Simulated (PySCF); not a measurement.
**Identify the compound**

An unknown has the formula C6H11F3O. Its calculated NMR data are:

1H NMR (500 MHz, computed): δ 3.77 (q, 2H), 1.41 (s, 6H), 1.27 (t, 3H).

13C{1H} NMR (computed): δ 136.3 (C), 78.8 (C), 64.2 (CH2), 22.9 (CH3), 18.6 (CH3).

PySCF 2.14.0 with density-fitted response routines calculation with structure optimised with GFN2-xTB and GIAO PBE0/pcSseg-1 shieldings; no relativistic terms, a single conformation, no solvent, equivalent nuclei averaged.

δ = σ(ref) − σ, references computed at the same level: 1H (σref 31.72), 13C (σref 186.93) against TMS.

Propose a structure and justify it.

Results:


- The formula gives 0 degrees of unsaturation.
- 5 carbon signals for 6 carbons: some carbons are equivalent by symmetry or fast rotation.
- Carbon types of the structure: 2 × C, 1 × CH2, 3 × CH3, which accounts for all hydrogens.
- δC 136.3: CF3 carbon; 3 electronegative neighbours deshield it.
- δC 78.8: fully substituted sp3 carbon bonded to O; pulled downfield by the heteroatom.
- δC 64.2: sp3 CH2 bonded to O; pulled downfield by the heteroatom.
- δC 22.9, 18.6: methyl carbon; a saturated carbon with 1 carbon neighbour and no heteroatom attached.
- δH 3.77: hydrogen on an sp3 CH2 bonded to O; its carbon carries O, hence the downfield position.
- δH 1.41, 1.27: hydrogen on a methyl carbon.

Structure: `InChI=1S/C6H11F3O/c1-4-10-5(2,3)6(7,8)9/h4H2,1-3H3`.

The shifts were computed for this structure.

Splittings by 19F in the carbon and heteronuclear signals aren't shown, as no couplings were computed. Shifts are as computed. Against solution values, carbons near 30 ppm lie about +3 ppm off and those near 130 ppm about +5 ppm. Of 1211 compounds with measured shifts, 218 miss one by over three times the rms of a fit or turn the order of signals round; such compounds aren't used in these exercises. No couplings were computed; multiplicities are counted from neighbouring protons, with m where these are inequivalent, close in shift, in a saturated or five-membered ring or joined by F or P, and br s for small geminal =CH2 splittings.
